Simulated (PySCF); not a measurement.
Electric field gradients and quadrupole coupling constants

C6H11FSSi2.
Cartesian coordinates in Å at the GFN2-xTB level; atoms count from 1:
```xyz
21
C6H11FSSi2 angstrom
C     -3.1145   -1.3819    0.9139
C     -1.7998   -0.8564    0.6350
C     -0.7026   -0.4089    0.4077
Si     1.0019    0.1859    0.0385
S      2.0432   -1.2973   -1.1506
Si     1.9237   -3.0262    0.0925
C      0.9630    1.7100   -1.0644
C     -0.3113    2.5132   -1.1620
C      0.8503    3.0448   -0.4056
F      0.7578    3.0804    0.9594
H     -3.0474   -2.4477    1.1318
H     -3.7643   -1.2377    0.0511
H     -3.5455   -0.8699    1.7740
H      1.7463    0.3918    1.2785
H      0.5185   -3.3441    0.3072
H      2.5780   -2.7304    1.3610
H      2.6259   -4.0405   -0.6731
H      1.5799    1.6781   -1.9533
H     -1.1575    2.1708   -0.5860
H     -0.5686    2.9800   -2.1008
H      1.4140    3.9028   -0.7516
```

Field gradients from the PBE0/pcSseg-1 density (PySCF, non-relativistic), principal values in atomic units, ordered |Vxx| ≤ |Vyy| ≤ |Vzz|:

```
atom     Vxx     Vyy      Vzz
  S5  0.3245  1.3334  -1.6580
```

Problem. Find the asymmetry η = (Vxx − Vyy)/Vzz and the couplings χ = eQV/h (234.96 MHz × Q in barn × V in au), with Q(33S) = −0.0678 b.

Solution. 
| atom | environment | nucleus | η | χzz (MHz) | χxx (MHz) | χyy (MHz) |
| --- | --- | --- | --- | --- | --- | --- |
| S5 | sulfur bonded to 2 Si | 33S | 0.61 | 26.41 | -5.17 | -21.24 |

The tensor is traceless: Vxx + Vyy + Vzz = 0.

Problem. What is Vzz at S5 in SI units (1 au = 9.71736 × 10²¹ V/m²)?

Solution. -1.6580 au = -16.111 × 10²¹ V/m².

Problem. And the gradient at the other heavy atoms, for which no coupling is worked out here?

Solution. 
```csv
atom,environment,Vzz (au),η
C1,propargylic carbon,0.128,0.01
C2,alkyne carbon,-0.361,0.09
C3,alkyne carbon,-0.290,0.01
Si4,SiH silicon,0.487,0.90
Si6,SiH3 silicon,0.599,0.07
C7,sp3 carbon bound to silicon,0.185,0.06
C8,three-membered-ring carbon,0.197,0.13
C9,sp3 C–F carbon,0.542,0.41
F10,alkyl fluorine,3.031,0.06
```

Problem. What couplings would deuterons (Q(2H) = 0.00286 b) have in place of the hydrogens, at this geometry?

Solution. 
| atom | bonded to | bond length (Å) | Vzz (au) | η | χzz (kHz) |
| --- | --- | --- | --- | --- | --- |
| H11 | C1 | 1.090 | 0.3077 | 0.03 | 207 |
| H12 | C1 | 1.090 | 0.3078 | 0.02 | 207 |
| H13 | C1 | 1.090 | 0.3076 | 0.02 | 207 |
| H14 | Si4 | 1.461 | 0.1628 | 0.01 | 109 |
| H15 | Si6 | 1.457 | 0.1667 | 0.01 | 112 |
| H16 | Si6 | 1.458 | 0.1655 | 0.02 | 111 |
| H17 | Si6 | 1.452 | 0.1700 | 0.02 | 114 |
| H18 | C7 | 1.082 | 0.3260 | 0.07 | 219 |
| H19 | C8 | 1.079 | 0.3260 | 0.08 | 219 |
| H20 | C8 | 1.080 | 0.3307 | 0.07 | 222 |
| H21 | C9 | 1.083 | 0.3143 | 0.13 | 211 |

The structure is a single GFN2-xTB conformer in the gas phase; no vibrational or solvent corrections. GFN2-xTB bond lengths can be off by several hundredths of an ångström, more for odd bonds, and the gradients follow them. The small basis limits the accuracy of the gradients.
